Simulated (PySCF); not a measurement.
Choosing a molecule for a target property.

All species are isolated and taken at one optimised geometry, non-relativistic unless stated. Electronic properties by PySCF.

Dipoles, sizes and rotational constants follow the conformer. The torsions of the flexible species, by atom-mapped SMILES:
- `[CH3:1][C:2]([CH3:3])=[P:4][CH2:5][CH2:6][P:7]([CH3:8])[CH3:9]`: C2–P4–C5–C6 178°, P4–C5–C6–P7 -179°, C5–C6–P7–C8 -78°
- `[CH3:1][CH2:2][C:3]#[C:4][CH2:5][CH2:6][CH2:7][F:8]`: C4–C5–C6–C7 66°, C5–C6–C7–F8 70°
- `[CH2:1]=[P@@:2]([CH3:3])(/[CH:4]=[CH:5]\[PH:6][CH3:7])[CH2:8][CH3:9]`: C1–P2–C4–C5 -25°, C4–C5–P6–C7 -157°, C1–P2–C8–C9 -49°
- `[CH3:1][C:2](=[O:3])[c:4]1[cH:5][cH:6][c:7]([C:8](=[O:9])[F:10])[o:11]1`: C1–C2–C4–C5 180°, C6–C7–C8–O9 0°
- `[CH2:1]=[C:2]=[CH:3][C@H:4]([CH2:5][F:6])[C:7](=[O:8])[CH2:9][CH3:10]`: C2–C3–C4–C5 -133°, C3–C4–C5–F6 68°, C3–C4–C7–O8 98°, C4–C7–C9–C10 165°

The conformers of `CP(CP)C1CCCC1` and `C=P1(C)CCP(C)CC1` aren't listed.

(1) Wanted: HOMO–LUMO gap between 5.7 eV and 8 eV (PBE0/pcSseg-1) and HOMO energy below -6.6 eV (PBE0/pcSseg-1), at GFN2-xTB geometries. Which candidate meets both?
A. `P1(CCP(C)CC1)(=C)C`
B. `C(P)P(C1CCCC1)C`
C. `C[C@@H]1C[C@]12C[C@@]2(C)F`
D. `C(C)C#CCCCF`
E. `CC(C)=PCCP(C)C`
F. `C=[P@@](C)(/C=C\PC)CC`
G. `CC(=O)c1ccc(C(=O)F)o1`

(2) Wanted: smallest rotational constant above 0.7 GHz (GFN2-xTB) and dipole moment above 4 D (PBE0/pcSseg-1), at GFN2-xTB geometries. Which candidate meets both?
A. `CC(C)=PCCP(C)C`
B. `C1CC(C#N)=C1`
C. `C=C=C[C@H](CF)C(=O)CC`
D. `CCC#CCCCF`

Answers

(1) B. Computed values:
| species | HOMO–LUMO gap | HOMO energy |
| --- | --- | --- |
| C=[P@@](C)(/C=C\PC)CC | 4.13 eV | -4.92 eV |
| CC(=O)c1ccc(C(=O)F)o1 | 5.14 eV | -7.95 eV |
| CC(C)=PCCP(C)C | 5.36 eV | -6.50 eV |
| P1(CCP(C)CC1)(=C)C | 6.09 eV | -5.22 eV |
| C(P)P(C1CCCC1)C | 7.32 eV | -6.69 eV |
| C(C)C#CCCCF | 8.39 eV | -7.26 eV |
| C[C@@H]1C[C@]12C[C@@]2(C)F | 8.75 eV | -7.43 eV |

(2) B. Computed values:
| species | smallest rotational constant | dipole moment |
| --- | --- | --- |
| CC(C)=PCCP(C)C | 0.380 GHz | 1.28 D |
| C=C=C[C@H](CF)C(=O)CC | 0.625 GHz | 2.65 D |
| CCC#CCCCF | 0.763 GHz | 1.91 D |
| C1CC(C#N)=C1 | 2.082 GHz | 4.46 D |
